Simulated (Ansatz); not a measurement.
Molecule: sum formula AlNH₂F₂, charge 0, multiplicity 1. 
Geometry from a B3LYP-D3(BJ)/def2-TZVP (Ansatz, an electronic-structure program) optimisation:
```
Al
F 1 1.6453
F 1 1.6453 2 118.59
N 1 1.7487 2 120.70 3 -180.00
H 4 1.0070 1 124.49 2 0.00
H 4 1.0070 5 111.03 1 180.00
```

Quantity: vertical ionisation energy (to the doublet state of charge +1; each state is the SCF solution reached for its spin), in eV. Cores are frozen in the correlated levels unless marked. UHF or UKS for open shells. No spin-orbit coupling. No relativistic terms. Basis-set limits of correlation are two-point, X^-3; Hartree-Fock from the larger set.

```
level                                         program  vertical ionisation energy (eV)
--------------------------------------------  -------  -------------------------------
PBE/def2-TZVPD                                 Ansatz                            10.71
PBE0/def2-TZVPD                                Ansatz                            10.70
wB97X-V/def2-TZVPD                             Ansatz                                …
SCS-MP2/aug-cc-pV(T+d)Z                        Ansatz                            10.83
SCS-MP2/aug-cc-pV(Q+d)Z                        Ansatz                            10.89
CCSD/aug-cc-pV(T+d)Z                           Ansatz                            10.69
CCSD/aug-cc-pV(Q+d)Z                           Ansatz                                …
CCSD(T)/CBS(aug-cc-pV(T+d)Z,aug-cc-pV(Q+d)Z)   Ansatz                                …
```

Q: Some entries are withheld; supply them.

A: 
- wB97X-V/def2-TZVPD, vertical ionisation energy (eV): 10.81
- CCSD/aug-cc-pV(Q+d)Z, vertical ionisation energy (eV): 10.74
- CCSD(T)/CBS(aug-cc-pV(T+d)Z,aug-cc-pV(Q+d)Z), vertical ionisation energy (eV): 10.87
